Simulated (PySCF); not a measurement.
A structure optimised at B3LYP-D3(BJ)/def2-SVP, used in a PySCF frequency run:

```xyz
16

C      2.5743    -1.2579     0.3584
N      1.2813    -1.1780     1.0121
C      0.1445    -0.9240     0.1143
C     -1.1188    -1.6363     0.5941
Si    -0.0526     0.9567     0.1976
Cl    -1.4377     1.6056    -1.2391
H      2.6380    -2.0498    -0.4201
H      3.3622    -1.4425     1.1047
H      2.8091    -0.3007    -0.1337
H      1.1123    -2.0142     1.5690
H      0.3600    -1.2546    -0.9236
H     -1.9791    -1.3796    -0.0420
H     -0.9879    -2.7322     0.5666
H     -1.3646    -1.3497     1.6300
H     -0.5745     1.3376     1.5358
H      1.2325     1.6517    -0.0735
```

Problem. Write its SMILES and formula.

Solution. CN[C@@H](C)[SiH2]Cl, C3H10ClNSi

Problem. What are its rotational constants (standard atomic weights)?

Solution. 3.9088, 1.1584, 0.99237 GHz
